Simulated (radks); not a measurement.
Question: The table gives one normalised radial function P(r) = r R(r) of La18+ in [Kr] 4d3 (r in bohr). All-electron calculation, scalar-relativistic Kohn-Sham, exchange-only LDA, spin-polarised, spherical densities, point nucleus; open shells are filled with parallel spins first (spin-orbit coupling, left out, can overturn this in heavy ions). Program: a radial shooting solver on a logarithmic mesh with Libxc functionals.

r           P
0.001452   0.0000
0.00186    0.0000
0.002384   0.0001
0.003055   0.0001
0.003914   0.0003
0.005016   0.0005
0.006428   0.0010
0.008237   0.0019
0.01056    0.0038
0.01353    0.0075
0.01733    0.0144
0.02221    0.0272
0.02846    0.0503
0.03648    0.0905
0.04674    0.1567
0.0599     0.2586
0.07676    0.4014
0.09836    0.5754
0.126      0.7420
0.1615     0.8245
0.207      0.7208
0.2652     0.3539
0.3399    -0.2503
0.4356    -0.9093
0.5582    -1.3353
0.7153    -1.3196
0.9166    -0.9234
1.175     -0.4424
1.505     -0.1344
1.929     -0.0232

Which n and l does it have? It may be an empty orbital.

Answer: n = 4, l = 2: the number of nodes gives n - l - 1 = 1, the rise at small r (about r^(l+1), flatter next to the nucleus through relativity) gives l, and the extent must fit the shell. The curve is that of 4d up; the table hardly tells the two spins apart. 4d up: eigenvalue -480.48 eV, 1 radial node at r = 0.309 bohr, <r> = 0.670 bohr, 90 % of the charge inside 0.981 bohr.
